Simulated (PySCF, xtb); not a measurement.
C₃H₅Cl, SMILES C=C(C)Cl.

Harmonic wavenumbers (cm⁻¹) from GFN2-xTB run with xtb at its own minimum, in rising order: 142, 327, 371, 427, 631, 687, 874, 935, 1008, 1042, 1160, 1379, 1401, 1456, 1468, 1708, 3012, 3026, 3049, 3117, 3151.

### Question
What does PBE-D3(BJ)/def2-SVP in PySCF 2.14.0 give at its own minimum? (The exact figures need the calculation; the answer reports its results.)

### Answer
205, 341, 388, 440, 632, 681, 842, 902, 969, 1016, 1152, 1328, 1357, 1388, 1405, 1667, 2971, 3050, 3083, 3093, 3200. Paired by order, the mean absolute difference is 33 cm⁻¹ and the zero-point energies are 43.4 and 43.0 kcal/mol.
